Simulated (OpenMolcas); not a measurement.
Ne2+: from CASSCF to CASPT2

- Program: OpenMolcas
- Basis: ANO-RCC-VTZP [4s3p2d1f]
- Scalar Hamiltonian: DKH2, point nucleus
- Active space: 6 electrons in 4 orbitals (2s 2p)
- State averaging: 2S+1 = 3 even, 3 roots; 2S+1 = 1 even, 6 roots; 2S+1 = 3 odd, 3 roots; 2S+1 = 1 odd, 3 roots
- Spin-orbit coupling: RASSI with atomic mean-field integrals over the reference wave functions, term energies averaged over their components

Methods on the same reference wave functions:
A. CASSCF
B. SS-CASPT2, IPEA 0.25 Eh, imaginary shift 0.1 Eh (closed shells correlated: 1s)
C. XMS-CASPT2, IPEA 0.25 Eh, imaginary shift 0.1 Eh (closed shells correlated: 1s)

Energies in cm⁻¹ above 2s² 2p⁴ ³P₂, the measured ground level; measured values from Moore, Atomic Energy Levels, vol. I, NSRDS-NBS 35 (1971 reprint of NBS Circular 467, 1949).

```tsv
Level	A	B	C	Measured
2s² 2p⁴ ³P₂	0.0	0.0	0.0	0.0
2s² 2p⁴ ³P₁	600	601	601	650
2s² 2p⁴ ³P₀	885	886	886	927
2s² 2p⁴ ¹D₂	27867	26250	26420	25841
2s² 2p⁴ ¹S₀	52783	55840	56610	55747
2s 2p⁵ ³P°₂	214543	205730	205420	
2s 2p⁵ ³P°₁	215123	206310	206000	204879
2s 2p⁵ ³P°₀	215416	206600	206300	205204
2s 2p⁵ ¹P°₁	313114	294460	293930
```

Deviations, from unrounded energies. A percentage is the sum of absolute deviations over the sum of measured energies, with the sign that they share, or ± where signs differ.

```json
{"Against measurement": "mean absolute deviation (cm-1)", "Levels": "6", "A": "4300", "B": "570", "C": "630"}
{"Against measurement": "fine structure of the ground term (%)", "Levels": "2", "A": "-5.8", "B": "-5.7", "C": "-5.7"}
{"Against measurement": "other terms of the ground configuration (%)", "Levels": "2", "A": "±6.1", "B": "+0.6", "C": "+1.8"}
{"Against measurement": "other configurations (%)", "Levels": "2", "A": "+5.0", "B": "+0.7", "C": "+0.5"}
```

B lies closest to measurement on these levels and A furthest from it. The largest miss of B in the table is 2s 2p⁵ ³P°₁, by +1400 cm-1. The ranking rests on the paired levels alone, and a cruder setting can come out closer through cancelling errors.

Between B and C the level of the table that moves most is 2s² 2p⁴ ¹S₀, by 780 cm-1 (lowest in B, highest in C). Moves below CASPT2's spread within the term are not significant.

The mean deviations of B to C differ by less than CASPT2's widest spread within a term (290 cm-1), so their order carries little weight.

From A to B the spin-free energies of the other terms of 2s² 2p⁴ shown, above ³P, scale by factors of 0.94 to 1.06.

The lowest spin-free term lies below A's lowest term by 0.169 hartree in B, 0.172 hartree in C.

Term energies are means over components that CASPT2 splits; among the terms shown or strongly mixed into the levels shown the widest spread is 290 cm-1 (2s² 2p⁴ ¹D, C). Computed and measured levels are paired by configuration, term and J; levels that our copy of the source lacks, or whose pairing is in doubt (as where it misses far off the trend of its configuration), stay unpaired and out of the deviations. Levels of configurations outside the active space are missing.

° marks odd parity.
